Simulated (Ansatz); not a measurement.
Relaxation of CH$_{5}$N$_{2}$Na (9 atoms, charge 0, multiplicity 1), to a largest force component of 0.015 eV/Å in at most 40 steps.

These are results of RKS B3LYP/def2-SVP (Ansatz), not measurements.

```xyz
9
Properties=species:S:1:pos:R:3:forces:R:3
N 0.365 1.253 -0.249 -0.07 -0.68 -0.12
C 0.125 -0.200 -0.297 0.99 0.64 0.93
N 0.379 -0.688 1.070 -0.09 0.14 -0.67
Na -1.975 -1.033 -1.503 0.22 0.09 0.13
H 0.412 1.633 -1.186 -0.15 0.21 -0.23
H -0.369 1.730 0.262 -0.23 0.23 -0.05
H 0.978 -0.590 -0.880 -0.30 -0.21 -0.30
H -0.361 -0.406 1.704 -0.22 -0.13 0.19
H 0.446 -1.699 1.077 -0.15 -0.30 0.11
```

Question: Where does it end, and by what steps?

Answer: The forces met the threshold. After 6 steps the energy has fallen by 0.109 eV; Na4 moved furthest, 0.14 Å.

```csv
step,energy less start (eV),largest force component (eV/Å),accepted
0,0.0000,0.994,yes
1,-0.0817,0.593,yes
2,-0.1007,0.335,yes
3,-0.1025,0.210,yes
4,-0.1077,0.097,yes
5,-0.1084,0.053,yes
6,-0.1087,0.013,yes
```

```xyz
9
Properties=species:S:1:pos:R:3
N 0.361 1.277 -0.255
C 0.181 -0.158 -0.235
N 0.376 -0.705 1.089
Na -1.906 -0.967 -1.406
H 0.428 1.610 -1.215
H -0.423 1.771 0.168
H 0.936 -0.603 -0.899
H -0.407 -0.505 1.710
H 0.456 -1.720 1.044
```

Whether the end is a true minimum wasn't checked by a vibrational analysis.

Run time: 21 s on 1 thread of Intel(R) Xeon(R) Platinum 8488C (Sapphire Rapids), with other jobs on the host, peak memory 0.18 GiB.
